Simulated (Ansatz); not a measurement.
This geometry of ClHOZn + H2 (6 atoms, charge 0, multiplicity 1) is a first-order saddle point.

All numbers below come from RKS PBE-D4/def2-SVP in Ansatz.

```xyz
6
Properties=species:S:1:pos:R:3
Zn -0.776 -0.263 -0.165
Cl 0.296 -0.120 2.070
O -0.104 -0.417 -1.817
H 0.870 -0.449 -1.763
H -2.059 -0.142 0.900
H -1.204 -0.113 1.602
```

(1) Which two structures does it join? (They come from a converged band through this point; their orientation in space is the band's.)

(2) How far does it lie above each of them?

Results:

(1) Bonds broken: Zn1–Cl2, H5–H6. Bonds formed: Zn1–H5, Cl2–H6. ClHOZn + H2 becomes ClH + H2OZn.

First end point:

```xyz
6
Properties=species:S:1:pos:R:3
Zn 0.285 -0.142 0.328
Cl 0.959 0.176 2.304
O -0.340 -0.408 -1.324
H 0.365 -0.486 -1.993
H -2.153 -0.384 0.375
H -2.093 -0.259 1.135
```

Last end point:

```xyz
6
Properties=species:S:1:pos:R:3
Zn -1.137 -0.392 -0.466
Cl 0.391 0.089 2.080
O 0.041 -0.462 -1.803
H 0.952 -0.334 -1.481
H -2.315 -0.368 0.524
H -0.909 -0.036 1.972
```

(2) 1.17 eV above the first and 0.27 eV above the second. This is the barrier of this one path; another mechanism may lie lower. The orbitals stay closed-shell, which can raise the energy where a bond breaks towards radicals; this wasn't checked here.

The run took 52 s on 2 threads of Intel(R) Xeon(R) CPU @ 2.60GHz (Ice Lake), on a shared host, peak memory 0.17 GiB.
